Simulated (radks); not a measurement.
Values are calculated unless marked as measured or tabulated.
Task: Tm38+, 31 electrons, occupied as [Ar] 3d10 4s2 4p1. Code: a radial shooting solver on a logarithmic mesh with Libxc functionals. Model: scalar-relativistic Kohn-Sham, r2SCAN, spin-polarised, spherical densities, finite nucleus; open shells are filled with parallel spins first (spin-orbit coupling, left out, can overturn this in heavy ions); meta-GGA in the generalised Kohn-Sham scheme; Fermi nuclear charge, rms radius 5.2256 fm. Some entries of the table are withheld. Estimate them.

| orbital | occ. | eigenvalue (hartree) | <1/r> (bohr^-1) | r(max) (bohr) |
|---|---|---|---|---|
| 1s up | 1 | -2243.748 | 79.07 | 0.01261 |
| 1s down | 1 | -2243.696 | 79.07 | 0.01261 |
| 2s up | 1 | -430.2613 | 18.47 | 0.07180 |
| 2s down | 1 | -430.2496 | 18.47 | 0.07180 |
| 2p up | 3 | -387.1373 | 16.99 | 0.05848 |
| 2p down | 3 | -387.1030 | 16.99 | 0.05849 |
| 3s up | 1 | -141.7554 | 6.936 | 0.2014 |
| 3s down | 1 | -141.7264 | 6.934 | 0.2014 |
| 3p up | 3 | -128.5723 | 6.477 | 0.1980 |
| 3p down | 3 | -128.5326 | 6.476 | 0.1980 |
| 3d up | 5 | -112.7386 | 6.134 | 0.1610 |
| 3d down | 5 | -112.6960 | 6.135 | 0.1610 |
| 4s up | 1 | -67.22867 | 3.350 | 0.4312 |
| 4s down | 1 | -66.92418 | 3.353 | 0.4311 |
| 4p up | 1 | -62.22282 | 3.166 | 0.4412 |
| 4p down | 0 | -61.92395 | 3.169 | 0.4412 |
| 4d up | 0 | -56.02198 | 2.991 | 0.4334 |
| 4d down | 0 | -55.74835 | 2.998 | 0.4331 |
| 5s up | 0 | -38.61589 | 2.001 | (1) |
| 5s down | 0 | -38.09421 | 2.057 | (2) |
| 5p up | 0 | -36.25820 | 1.899 | 0.7888 |
| 5p down | 0 | -35.63311 | 1.960 | 0.7760 |

Result: 
(1) 5s up r(max) (bohr): 0.7614
(2) 5s down r(max) (bohr): 0.7532
